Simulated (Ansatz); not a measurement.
Z-matrix (Å, degrees):
```
C
Hf 1 2.223
H 1 1.097 2 111.5
H 1 1.096 2 112.8 3 120.5
H 1 1.097 2 110.9 3 -119.2
C 2 2.223 1 104.2 3 63.1
N 2 2.025 1 108.2 3 -51.8
F 2 1.912 1 111.3 3 -176.9
H 6 1.097 2 111.5 1 -62.8
H 6 1.096 2 112.8 1 176.7
H 6 1.098 2 110.9 1 56.4
H 7 1.012 2 123.9 1 56.1
H 7 1.011 2 127.8 1 -124.0
```

Charge 0, multiplicity 1. Hf takes the def2 core potential.

List the ωB97M-V/def2-TZVPP orbital energies in eV (Ansatz). (Best estimate.)

Computed: Occupied: -676.73, -393.99, -280.27, -280.27, -70.72, -39.73, -39.01, -38.81, -33.82, -25.72, -21.30, -21.14, -15.98, -14.71, -14.30, -14.26, -13.44, -13.30, -13.14, -13.10, -13.01, -10.25, -10.23, -9.63. Lowest empty: 0.95, 1.66, 2.27, 2.29, 2.49, 2.74, 3.06, 3.60.
